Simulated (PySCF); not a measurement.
SMILES Br[Si](Cl)(Cl)F, singlet (B3LYP/def2-SVP optimised geometry):

```
5

F     -1.161    -1.673    -1.353
Si    -0.664    -0.957     0.000
Cl     1.379    -0.957     0.000
Cl    -1.379     0.957     0.000
Br    -1.453    -2.094     1.713
```

Level of theory: B3LYP/def2-TZVP (PySCF 2.14.0).

Question: What are the frontier orbital energies and the dipole moment?

Answer: HOMO-2 -9.58 eV, HOMO-1 -9.03 eV, HOMO -8.90 eV, LUMO -1.30 eV, LUMO+1 0.15 eV; dipole moment 0.72 D.

On the same geometry PySCF with PBE/def2-TZVP gives HOMO-2 -8.42 eV, HOMO-1 -7.96 eV, HOMO -7.84 eV, LUMO -2.00 eV, LUMO+1 -0.61 eV; dipole moment 0.67 D.

Meta-Löwdin charges at B3LYP/def2-TZVP: F1 -0.48, Si2 1.18, Cl3 -0.25, Cl4 -0.25, Br5 -0.20.
